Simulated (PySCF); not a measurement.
Isomers of C8H9B. Computed, not measured: TDDFT CAM-B3LYP/def2-SVPD, vertical, gas phase, core orbitals frozen in the response (PySCF). Geometries: PBE0-D3(BJ)/def2-SVP; one conformer of each isolated species. Triplets are in the Tamm–Dancoff approximation. 'Strongest' means the level of largest summed f among the lowest 10 singlets; it needn't be the same kind of state in each.

Question: Rank by computed lowest singlet excitation energy, highest first.
A. `CC#CBC/C=C\C#C`
B. `C#C/C=C/C#CB(C)C`
C. `BCC1c2ccccc21`
D. `C12(C=CC(C=C2)C=C1)B`
E. `C#C/C=C\C#CB(C)C`
F. `BC1=C[C@@H]2[C@@H]3C=C[C@H]1[C@H]23`

Answer: C (5.21 eV), F (4.48 eV), D (4.33 eV), A (4.03 eV), B (3.89 eV), E (3.75 eV).

```csv
SMILES,S1 (eV),strongest (eV),f (S1),f (strongest),HOMO (eV),α (au),S1 mainly
BCC1c2ccccc21,5.21,6.77,0.065,0.10,-8.08,104.3,H→L+1 (42%)
BC1=C[C@@H]2[C@@H]3C=C[C@H]1[C@H]23,4.48,4.77,0.074,0.16,-8.05,98.9,H→L (94%)
BC12C=CC(C=C1)C=C2,4.33,5.77,0.000,0.00,-7.52,93.6,H→L (98%)
C#C/C=C\CBC#CC,4.03,5.43,0.000,0.26,-7.86,114.8,H-1→L (73%)
C#C/C=C/C#CB(C)C,3.89,4.55,0.198,0.42,-7.96,130.7,H→L (56%)
C#C/C=C\C#CB(C)C,3.75,4.26,0.002,0.45,-8.11,120.7,H-1→L (94%)
```

H and L stand for HOMO and LUMO.
